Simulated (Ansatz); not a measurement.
Ansatz (a program for electronic structure) input:

Ansatz 0.2 input:
```yaml
crystal:
  periodic: [false, false, false]
  atoms:
    - {symbol: Si, position_ang: [0.00725721, -1.22095815, 0.37479991]}
    - {symbol: Br, position_ang: [-1.88306352, 0.26912354, -0.02252073]}
    - {symbol: Br, position_ang: [1.88076927, 0.26865779, -0.09691668]}
    - {symbol: H, position_ang: [-0.02130209, -1.72893260, -1.06688950]}
basis:
  gaussian:
    orbitals: def2-TZVPD
hamiltonian:
  xc: {name: r2SCAN0}
total_charge: -1
output: {forces: true}
```

What final total energy does it print?

-5438.48893 Eh (r2SCAN0/def2-TZVPD). The basis has 166 functions.

It need not be the lowest isomer of its formula. Whether it binds its extra electron was not tested at this geometry.
